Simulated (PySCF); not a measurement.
C₉H₁₂, triplet, at a GFN2-xTB geometry (a higher spin typed on purpose: for a closed-shell molecule this is an excited state); TPSSH/STO-3G (PySCF).

Here is a job for PySCF.
```python
from pyscf import gto, scf, dft

mol = gto.M(
    atom='''
C    -2.438456   -1.582958   -0.174464
C    -1.241977   -0.711020   -0.089017
C    -1.277775    0.655449   -0.093866
C    -0.122227    1.428026   -0.011227
C    -0.114611    2.907667   -0.013110
C     1.204131    0.723981    0.086247
C     1.270176   -0.640995    0.093290
C     2.587622   -1.355785    0.190135
C     0.097276   -1.394237    0.009359
H    -2.500767   -2.234519    0.701821
H    -3.351186   -0.995804   -0.241710
H    -2.373671   -2.237401   -1.048420
H    -2.233032    1.160203   -0.164064
H     0.352669    3.293250    0.899019
H    -1.122662    3.308823   -0.086971
H     0.479634    3.290371   -0.849421
H     2.088458    1.336603    0.149454
H     3.410739   -0.648466    0.248742
H     2.608500   -1.990261    1.075219
H     2.735998   -1.993152   -0.680565
H     0.120360   -2.470423    0.012808
''',
    basis='sto-3g',
    charge=0,
    spin=2,
    verbose=4,
)

mf = dft.UKS(mol)
mf.xc = 'tpssh'
mf.kernel()
```

What the program printed (banner, timings and long lists left out):

```
PySCF version 2.14.0

[INPUT] verbose = 4
[INPUT] num. atoms = 21
[INPUT] num. electrons = 66
[INPUT] charge = 0
[INPUT] spin (= nelec alpha-beta = 2S) = 2
[INPUT] symmetry False subgroup None
[INPUT] Mole.unit = angstrom
[INPUT] Symbol           X                Y                Z      unit          X                Y                Z       unit  Magmom
[...]
nuclear repulsion = 417.04865602126
number of shells = 39
number of NR pGTOs = 171
number of NR cGTOs = 57
basis = sto-3g
ecp = {}

******** <class 'pyscf.dft.uks.UKS'> ********
method = UKS
initial guess = minao
damping factor = 0
level_shift factor = 0
DIIS = <class 'pyscf.scf.diis.CDIIS'>
diis_start_cycle = 1
diis_space = 8
diis_damp = 0
SCF conv_tol = 1e-09
SCF conv_tol_grad = None
SCF max_cycles = 50
direct_scf = True
direct_scf_tol = 1e-13
number electrons alpha = 34  beta = 32
XC library pyscf.dft.libxc version 7.1.2
    S. Lehtola, C. Steigemann, M. J. T. Oliveira, and M. A. L. Marques,  SoftwareX 7, 1–5 (2018)
XC functionals = tpssh
    V. N. Staroverov, G. E. Scuseria, J. Tao, and J. P. Perdew,  J. Chem. Phys. 119, 12129 (2003)
radial grids:
    Treutler-Ahlrichs [JCP 102, 346 (1995); DOI:10.1063/1.469408] (M4) radial grids

becke partition: Becke, JCP 88, 2547 (1988); DOI:10.1063/1.454033
pruning grids: <function nwchem_prune>
grids dens level: 3
symmetrized grids: False
atomic radii adjust function: <function treutler_atomic_radii_adjust>
small_rho_cutoff = 0
Set gradient conv threshold to 3.16228e-05
tot grids = 244760
init E= -347.083695084379

cycle= 1 E= -345.90347143124  delta_E= 1.18  |g|= 0.161  |ddm|= 4.32

cycle= 2 E= -345.92044565763  delta_E= -0.017  |g|= 0.112  |ddm|= 0.435

cycle= 3 E= -345.928568027305  delta_E= -0.00812  |g|= 0.0439  |ddm|=  0.2

cycle= 4 E= -345.929564394617  delta_E= -0.000996  |g|= 0.0299  |ddm|= 0.102

cycle= 5 E= -345.930297555215  delta_E= -0.000733  |g|= 0.0132  |ddm|= 0.066

cycle= 6 E= -345.9304564028  delta_E= -0.000159  |g|= 0.00347  |ddm|= 0.0275

cycle= 7 E= -345.930478990311  delta_E= -2.26e-05  |g|= 0.00148  |ddm|= 0.0152

cycle= 8 E= -345.93048297343  delta_E= -3.98e-06  |g|= 0.000624  |ddm|= 0.00524

cycle= 9 E= -345.93048480692  delta_E= -1.83e-06  |g|= 0.000527  |ddm|= 0.00612

cycle= 10 E= -345.930485334667  delta_E= -5.28e-07  |g|= 0.000151  |ddm|= 0.0026

cycle= 11 E= -345.930485415537  delta_E= -8.09e-08  |g|= 5.89e-05  |ddm|= 0.0015

cycle= 12 E= -345.930485419501  delta_E= -3.96e-09  |g|= 3.41e-05  |ddm|= 0.000245

cycle= 13 E= -345.93048542059  delta_E= -1.09e-09  |g|= 1.52e-05  |ddm|= 0.000109

cycle= 14 E= -345.93048542066  delta_E= -7e-11  |g|= 1.22e-05  |ddm|= 3.75e-05

Extra cycle  E= -345.930485420236  delta_E= 4.24e-10  |g|= 2.71e-05  |ddm|= 6.16e-05
converged SCF energy = -345.930485420236  <S^2> = 2.0649011  2S+1 = 3.0429598
```
